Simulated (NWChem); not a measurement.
Correlation energy of BF (+1)

```xyz
2

B      0.0000     0.0000     0.7809
F      0.0000     0.0000    -0.4338
```
Charge +1, spin multiplicity 2.

The numbers come from NWChem runs, not from measurements. All single points use one geometry, from UPBE0/def2-SVP, a minimum by its harmonic frequencies.

Basis set: cc-pVDZ. Each correlation energy counts from its own Hartree-Fock reference.

The correlated methods keep 2 core orbitals frozen. This spin state was chosen for the runs; another may lie lower. The structure started from a generated list of species. The unpaired electrons of the parent sit in orbitals of symmetry a1 (C2v labels of the run); other states weren't searched. No SCF solution was tested for a lower state. Open-shell Hartree-Fock references start from PBE0 orbitals. Coupled-cluster values serve here as a point of comparison, not as the truth.

Q: Order these methods by the correlation energy they give, lowest first: CCSD on UHF, CCSD(T) on ROHF, SCS-UMP2, CCSD(T) on UHF, UMP2.

A: CCSD(T) on ROHF (-235.5 mHa), CCSD(T) on UHF (-234.6 mHa), CCSD on UHF (-228.9 mHa), UMP2 (-225.8 mHa), SCS-UMP2 (-216.2 mHa)
